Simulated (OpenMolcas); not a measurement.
A calculation on S IV.

* Program: OpenMolcas
* Method: SS-RASPT2, IPEA 0.25 Eh, imaginary shift 0.1 Eh (closed shells correlated: 2s 2p 3s)
* Basis: ANO-RCC-VQZP [6s5p3d2f1g]
* Scalar Hamiltonian: DKH2, point nucleus
* Active space: 1 electron in 9 orbitals (RAS2 3p; RAS3 3d 4s, at most 1 electron)
* State averaging: 2S+1 = 2 odd, 3 roots; 2S+1 = 2 even, 6 roots
* Spin-orbit coupling: state interaction with AMFI integrals over the reference wave functions, term energies averaged over their components

Problem. Which level of the active space comes out lowest?

Solution. 3s2 3p 2P* 1/2, with 100 % of that term; it is also the measured ground level.

Problem. How high does 3s2 3p 2P* 3/2 lie?

Solution. 860 cm-1 above the lowest level; measured 951 cm-1 above the ground level, so the calculation is off by -10 %.

Problem. How high does 3s2 3d 2D 5/2 lie?

Solution. 139840 cm-1 above the lowest level; measured 152147 cm-1 above the ground level, so the calculation is off by -8 %.

Problem. How high does 3s2 4s 2S 1/2 lie?

Solution. 180610 cm-1 above the lowest level; measured 181448 cm-1 above the ground level, so the calculation is off by 0 %.

Measured values: NIST levels in Podobedova, Kelleher and Wiese, J. Phys. Chem. Ref. Data 38, 171 (2009).

Term energies are means over components that CASPT2 splits; among the terms shown or strongly mixed into the levels shown the widest spread is 11 cm-1 (3s2 3d 2D). Over all roots computed the reference weight is 0.92 to 0.97; the roots of lowest weight are the least certain, and an intruder state may touch them. ANO sets are built for valence states and can reach diffuse excited orbitals poorly, and with the s shell closed the s pⁿ⁺¹ terms that mix with these levels are absent. With one active electron, CASPT2 adds the correlation within the correlated inactive shells and between them and that electron, and leaves the splitting within a term as the reference gives it. Measured partners are found by configuration, term and J. A level has none where our copy of the source lacks it or the pairing is in doubt (some pairs that miss far off the trend of their configuration count as doubtful), and it then counts in no deviation. Levels of configurations outside the active space are missing.

* marks odd parity.
